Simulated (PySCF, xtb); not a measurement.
CH5AlFNO, SMILES C[O][Al]([NH2])[F].

GFN2-xTB in xtb 6.7.1 at its own geometry gives an orbital gap of 3.79 eV and a dipole moment of 2.98 D.

Geometry: r2SCAN-D4/def2-SVP. The structure was generated by enumeration; whether it is a known compound was not checked. One conformer was computed; it need not be the lowest.

Problem. What does PBE/def2-TZVP (PySCF) give? (Estimate from the structure and the level; the computed values follow.)

Solution. gap 4.91 eV (levels -6.09 and -1.17 eV), dipole 1.42 D.
